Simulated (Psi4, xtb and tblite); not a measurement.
Two geometries of C8H22N2Si, SMILES CCN(CC)[SiH2]N(CC)CC, relaxed at GFN2-xTB with one dihedral held; other torsions can differ between them too.

Structure A

```
33

Si    -0.0645     0.3242    -0.7995
N      1.2510     0.5560     0.2869
C      1.7197    -0.5513     1.0952
C      2.0839    -0.1459     2.5245
C      2.2522     1.5409    -0.0471
C      3.2103     1.1041    -1.1555
N     -1.3425    -0.3916     0.0979
C     -1.7182     0.1121     1.3973
C     -2.7790     1.2137     1.3817
C     -2.3316    -1.1883    -0.5882
C     -3.1648    -0.4267    -1.6184
H     -0.3271     1.6641    -1.3503
H      0.1778    -0.6180    -1.9056
H      0.9148    -1.2866     1.1327
H      2.5897    -1.0355     0.6306
H      2.9827     0.4649     2.5509
H      2.2636    -1.0376     3.1204
H      1.2706     0.4171     2.9760
H      1.7309     2.4435    -0.3719
H      2.8255     1.7922     0.8495
H      2.6477     0.8812    -2.0581
H      3.7616     0.2141    -0.8624
H      3.9241     1.8963    -1.3674
H     -2.0777    -0.7249     2.0113
H     -0.8140     0.5092     1.8588
H     -2.8962     1.6260     2.3816
H     -2.4720     2.0090     0.7073
H     -3.7423     0.8275     1.0580
H     -2.9943    -1.6381     0.1579
H     -1.8121    -2.0010    -1.1069
H     -3.8906    -1.0955    -2.0761
H     -2.5145    -0.0284    -2.3918
H     -3.6950     0.4018    -1.1591
```

Structure B

```
33

Si    -0.0884     0.3540    -0.7669
N      1.2863     0.4880     0.2569
C      1.8034    -0.6626     0.9673
C      1.7940    -0.4799     2.4860
C      2.2369     1.5547     0.0582
C      3.1432     1.3397    -1.1544
N     -1.3704    -0.3426     0.1407
C     -1.7764     0.2314     1.4006
C     -2.9069     1.2580     1.3118
C     -2.3212    -1.2212    -0.4979
C     -3.1871    -0.5584    -1.5696
H     -0.3318     1.7192    -1.2584
H      0.0982    -0.5574    -1.9078
H      1.1837    -1.5256     0.7175
H      2.8273    -0.8796     0.6375
H      2.3655     0.3990     2.7759
H      2.2356    -1.3507     2.9650
H      0.7760    -0.3630     2.8452
H      1.6813     2.4849    -0.0789
H      2.8524     1.6600     0.9569
H      2.5382     1.2819    -2.0551
H      3.7024     0.4124    -1.0562
H      3.8490     2.1613    -1.2496
H     -2.0797    -0.5776     2.0799
H     -0.8986     0.7225     1.8228
H     -3.0415     1.7409     2.2773
H     -2.6596     2.0150     0.5719
H     -3.8461     0.7858     1.0345
H     -2.9637    -1.6578     0.2736
H     -1.7648    -2.0375    -0.9702
H     -3.8672    -1.2898    -2.0009
H     -2.5524    -0.1592    -2.3556
H     -3.7706     0.2578    -1.1555
```

Q: Which is lower in energy at the level Psi4 with B3LYP-D3(BJ)/def2-SVP // GFN2-xTB, and by how much?

A: B is lower, by 3.38 kJ/mol (dihedral Si1–N2–C3–C4: -140° in A, -120° in B).

E(B) − E(A) in kJ/mol at the other levels, on the same two geometries: GFN2-xTB (xtb and tblite) 0.97; B3LYP/def2-SVP // GFN2-xTB (Psi4) -4.16; PBE/def2-SVP // GFN2-xTB (Psi4) -3.30; PBE-D3(BJ)/def2-SVP // GFN2-xTB (Psi4) -2.87.
